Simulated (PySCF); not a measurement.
BrH₄NSn, SMILES [SnH2]([NH2])[Br].

The structure is a stationary point at B3LYP-D3(BJ)/def2-SVP. The structure was generated by enumeration; whether it is a known compound was not checked. The def2 effective core potentials stand for the cores of Sn; spin–orbit coupling is left out. Other conformers were not sampled.

Method: TDA-B3LYP/def2-SVPD (PySCF 2.14.0).

Vertical excitations.  State labels are in the subgroup Cs.

| state | symmetry | energy (eV) | λ (nm) | f | main pairs |
|---|---|---|---|---|---|
| S1 | A' | 5.09 | 244 | 0.033 | HOMO→LUMO 95 % |
| S2 | A" | 5.31 | 233 | 0.019 | HOMO−1→LUMO 98 % |
| S3 | A' | 5.35 | 232 | 0.011 | HOMO−2→LUMO 98 % |
| S4 | A' | 5.75 | 216 | 0.026 | HOMO→LUMO+1 95 % |
| S5 | A" | 6.31 | 197 | 0.000 | HOMO−1→LUMO+1 98 % |
| S6 | A' | 6.33 | 196 | 0.025 | HOMO→LUMO+2 74 %, HOMO−2→LUMO+1 21 % |
| S7 | A' | 6.49 | 191 | 0.043 | HOMO−2→LUMO+1 70 %, HOMO→LUMO+2 19 % |
| S8 | A" | 6.61 | 187 | 0.002 | HOMO−1→LUMO+2 98 % |
| S9 | A' | 6.69 | 185 | 0.003 | HOMO−2→LUMO+2 97 % |
| S10 | A' | 7.11 | 174 | 0.029 | HOMO→LUMO+3 95 % |
| T1 | A' | 4.61 | 269 | 0 | HOMO→LUMO 88 % |
| T2 | A" | 4.85 | 255 | 0 | HOMO−1→LUMO 98 % |
| T3 | A' | 4.93 | 251 | 0 | HOMO−2→LUMO 98 % |
| T4 | A' | 5.25 | 236 | 0 | HOMO→LUMO+1 76 % |
Triplets are in the Tamm–Dancoff approximation.
